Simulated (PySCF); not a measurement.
Energy of Lu²⁺ (lutetium, charge +2) between two integer charges

The 6s alpha orbital of [Xe] 4f14 6s1 is emptied in steps (occupation f), with all orbitals relaxed, ending at [Xe] 4f14. Computed with PySCF 2.14 in def2-SVP with the def2 core potential (28 electrons), with a scalar-relativistic core potential. The exact energy is a straight line in f; departures are measured from the line between the end points of the same method.

```
  f  UHF (eV)  LDA (eV)  PBE (eV)
  1     0.000     0.000     0.000
0.8     0.006    -0.494    -0.511
0.6     0.009    -0.732    -0.769
0.4     0.009    -0.720    -0.772
0.2     0.006    -0.467    -0.513
  0     0.000     0.000     0.000
```

```tsv
method	E(f=0) − E(f=1) (eV)	−ε at f=1 (eV)	−ε at f=0.4 (eV)
UHF	19.988	20.027	19.980
LDA	21.428	18.315	22.103
PBE	21.191	18.005	21.824
```

Orbital energy along the path (eV):

```tsv
f	UHF	LDA	PBE
1	-20.027	-18.315	-18.005
0.8	-20.011	-19.601	-19.268
0.6	-19.995	-20.869	-20.536
0.4	-19.980	-22.103	-21.824
0.2	-19.965	-23.264	-23.146
0	-19.951	-24.145	-24.155
```

Reference removal energy between the ground levels: 20.959 eV (measured; NIST Atomic Spectra Database, ionization energies). UHF lacks correlation.
